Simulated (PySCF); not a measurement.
In(OH)3(NH3), H6InNO3, singlet (B3LYP/def2-SVP optimised geometry):

```
11

In    -0.983    -0.899     0.000
O     -1.168    -1.914     1.747
H     -1.707    -2.708     1.627
O     -1.191    -1.909    -1.747
H     -1.708    -1.393    -2.381
O     -1.185     1.119     0.000
H     -1.711     1.412     0.757
N      1.356    -0.899     0.000
H      1.711     0.058     0.038
H      1.711    -1.348    -0.847
H      1.703    -1.412     0.813
```

Computed with B3LYP/def2-TZVP, def2 effective core potentials past Kr (PySCF).

Question: What are the frontier orbital energies and the dipole moment?

Answer: HOMO-2 -7.64 eV, HOMO-1 -7.47 eV, HOMO -7.47 eV, LUMO -1.34 eV, LUMO+1 -0.25 eV; dipole moment 3.04 D.

On the same geometry PBE/def2-TZVP, def2 effective core potentials past Kr in PySCF gives HOMO-2 -6.21 eV, HOMO-1 -6.05 eV, HOMO -6.05 eV, LUMO -1.87 eV, LUMO+1 -0.67 eV; dipole moment 3.09 D.
